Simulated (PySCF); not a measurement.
# Tc (technetium, neutral) across methods

[Kr] 4d5 5s1 5p1, high-spin 8P determinant (an excited configuration). Computed with PySCF 2.14 in x2c-TZVPPall, with scalar relativity by spin-free X2C-1e. The B2PLYP total includes its PT2 part (frozen core); its orbital energies are those of the SCF part.

```
   method  E (hartree)  mean ε 4d α (eV)  mean ε 5s α (eV)  mean ε 5p α (eV)  Σ⟨r²⟩ (bohr²)    ⟨S²⟩
    B97-3     -4284.88           -10.687            -7.319            -3.102          66.60  15.750
      UHF  -4283.01679           -15.187            -9.547            -4.929          67.07  15.752
BHandHLYP     -4285.18           -12.104            -7.983            -3.559          66.67  15.750
      LDA     -4280.30            -9.156            -6.795            -2.569          66.30  15.750
     PBE0     -4284.88           -10.751            -7.412            -3.140          66.17  15.751
   r2SCAN     -4285.22            -9.525            -6.883            -2.607          65.92  15.751
      PBE     -4284.80            -9.085            -6.569            -2.469          66.44  15.750
  r2SCAN0     -4285.20           -11.079            -7.667            -3.216          65.85  15.751
   B2PLYP     -4284.65           -12.206            -8.066            -3.638          66.83  15.751
```
